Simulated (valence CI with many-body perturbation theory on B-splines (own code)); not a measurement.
# Ni XV: electric-dipole lines

Computed by relativistic CI+MBPT: four valence electrons over a frozen Dirac-Fock core [Ne], radial functions for each j: 11 s, 11 p, 10 d, 8 f, 5 g, 2 h, with the one-electron correlation potential Σ1 (screened to all orders), the two-electron term Σ2, the three-electron term Σ3, Breit, model QED; selected single and double excitations, second order for the rest, scaled by the run's own slope (own B-spline code, finite nucleus).

No measured levels were compared; by estimate levels of excited configurations hold to 0.05 to 0.15 % of their energy, terms of the ground configuration to about 0.5 %. Among the levels kept, up to 810 cm⁻¹ of a level comes from second order outside the variational space, and about a tenth of that is noise between levels of different J, which matters for small intervals.

Lines 1 to 50 of 562 in falling wavelength, among levels below 1380400 cm⁻¹, chosen from the strongest by gf and those to the six lowest levels. Wavelengths and rates use the calculated energies, so an error of 200 cm⁻¹ moves a line at 52.23 nm by 0.1 % and its rate by three times that or more. Electric multipoles are in the length gauge with retardation, E1 and E2 with the static RPA response of the core. Weak lines are less certain than strong ones. Lines between different terms over intervals too small for the method are left out, as are lines whose strength nearly cancels. Where a level lies close to another of its J and parity, the split of strength between their lines is uncertain. The highest levels of a list are the least certain.

Names give the largest LS component (configuration and term), which can be under half, so a name can repeat, a term be missing and a line seem to break the LS rules; names also repeat where a configuration has a term twice. Letters in brackets count levels of one name in rising energy.

```tsv
λ vac (nm)	Upper	Lower	A (s⁻¹)	log gf	Branch %
52.23	3s3p³ ⁵S°_2	3s²3p² ¹D_2	7.83e+05	-3.80	2.4
44.77	3s3p³ ³D°_1	3s²3p² ¹S_0	5.13e+06	-3.34	0.2
44.47	3p³3d ³G°_4	3s3p²3d ³D_3 [c]	4.79e+08	-0.89	4.8
44.04	3s3p³ ⁵S°_2	3s²3p² ³P_2	1.81e+07	-2.58	56.5
43.93	3p³3d ³G°_5	3s3p²3d ³F_4 [c]	1.43e+09	-0.34	14.7
43.27	3p³3d ³G°_3	3s3p²3d ³F_2 [c]	1.09e+09	-0.67	11.0
42.38	3p³3d ³G°_4	3s3p²3d ³F_3 [c]	7.51e+08	-0.74	7.5
41.74	3s3p³ ⁵S°_2	3s²3p² ³P_1	1.32e+07	-2.76	41.1
41.21	3p³3d ³F°_3 [a]	3s3p²3d ³F_3 [b]	7.48e+08	-0.88	4.7
40.86	3p³3d ¹F°_3 [a]	3s3p²3d ¹F_3 [b]	9.68e+08	-0.77	1.2
40.52	3p³3d ³F°_2 [a]	3s3p²3d ³F_2 [b]	1.20e+09	-0.83	11.1
38.76	3p³3d ³F°_2 [b]	3s3p²3d ³D_1 [d]	1.23e+09	-0.86	4.9
38.20	3p³3d ³F°_3 [b]	3s3p²3d ³D_2 [d]	9.91e+08	-0.82	3.9
36.80	3p³3d ³F°_4 [b]	3s3p²3d ³D_3 [d]	1.62e+09	-0.53	6.5
36.71	3s3p³ ³D°_1	3s²3p² ¹D_2	5.83e+07	-2.45	2.5
36.67	3s3p³ ³D°_2	3s²3p² ¹D_2	1.77e+07	-2.75	0.9
36.55	3s3p³ ³P°_1	3s²3p² ¹S_0	4.39e+07	-2.58	0.8
36.00	3s3p³ ³D°_3	3s²3p² ¹D_2	2.02e+08	-1.56	11.5
35.78	3p³3d ³G°_4	3s3p²3d ³F_3 [b]	7.61e+08	-0.88	7.6
35.71	3s3p3d² ³G°_5	3s²3d² ³F_4	5.43e+08	-0.94	1.1
34.17	3s3p3d² ³G°_3 [b]	3s²3d² ³F_2	1.00e+09	-0.91	2.3
33.70	3p³3d ³D°_3 [b]	3s3p²3d ³F_4 [c]	9.53e+08	-0.94	4.0
33.26	3p³3d ³F°_4 [b]	3s3p²3d ³F_4 [c]	1.62e+09	-0.62	6.5
33.11	3p³3d ³D°_3 [c]	3s3p²3d ³P_2 [c]	1.21e+09	-0.86	1.6
32.98	3p⁴ ¹S_0	3s3p³ ¹P°_1	7.67e+09	-0.90	64.8
32.95	3p³3d ³P°_2 [c]	3s3p²3d ³D_3 [c]	1.66e+09	-0.87	8.7
32.80	3p⁴ ¹D_2	3s3p³ ¹D°_2	5.16e+09	-0.38	71.0
32.47	3s3p³ ³D°_1	3s²3p² ³P_2	2.32e+07	-2.96	1.0
32.44	3s3p³ ³D°_2	3s²3p² ³P_2	1.96e+07	-2.81	0.9
32.10	3p³3d ¹F°_3 [b]	3s3p²3d ¹D_2 [b]	3.07e+09	-0.48	7.9
31.91	3s3p³ ³D°_3	3s²3p² ³P_2	1.56e+09	-0.78	88.5
31.52	3p³3d ¹P°_1	3s3p²3d ¹P_1 [a]	2.70e+09	-0.92	5.8
31.38	3p³3d ³G°_3	3s3p²3d ³G_3	2.85e+09	-0.53	28.7
31.36	3p³3d ³G°_4	3s3p²3d ³G_4	2.81e+09	-0.43	28.2
31.35	3p³3d ³G°_5	3s3p²3d ³G_5	3.85e+09	-0.21	39.6
31.20	3s3p³ ³D°_1	3s²3p² ³P_1	3.37e+08	-1.83	14.2
31.17	3s3p³ ³D°_2	3s²3p² ³P_1	2.04e+09	-0.83	98.2
31.11	3p³3d ³P°_2 [c]	3s3p²3d ³S_1	1.91e+09	-0.86	10.0
31.02	3p³3d ¹D°_2 [a]	3s3p²3d ¹F_3 [a]	4.33e+09	-0.51	29.4
31.00	3s3p³ ³P°_1	3s²3p² ¹D_2	8.21e+07	-2.45	1.5
30.89	3s3p³ ³P°_2	3s²3p² ¹D_2	1.64e+07	-2.93	0.3
30.41	3p³3d ¹G°_4	3s3p²3d ¹F_3 [a]	5.90e+09	-0.13	32.7
30.36	3s3p3d² ³F°_3	3s3p²3d ¹D_2 [b]	1.49e+09	-0.84	2.9
30.22	3p³3d ³D°_3 [a]	3s3p²3d ³P_2 [a]	1.70e+09	-0.79	10.1
30.10	3s3p²3d ¹F_3 [a]	3s²3p3d ³P°_2	1.96e+09	-0.73	6.5
29.99	3p³3d ¹G°_4	3s3p²3d ¹G_4	7.83e+09	-0.02	43.4
29.92	3p³3d ³F°_3 [b]	3s3p²3d ³D_3 [b]	1.29e+09	-0.91	5.1
29.82	3s3p³ ³D°_1	3s²3p² ³P_0	1.95e+09	-1.11	82.1
29.47	3p³3d ³F°_4 [b]	3s3p²3d ³D_3 [b]	2.51e+09	-0.53	10.1
29.34	3p³3d ¹G°_4	3s3p²3d ³D_3 [a]	1.95e+09	-0.65	10.8
```

(1) How does gf follow from A for the line at 43.27 nm?

Answers

(1) gf = 1.4992 × (2J+1)_upper × A / σ², with σ = 231107 cm⁻¹ and 2J+1 = 7: gf = 0.214.
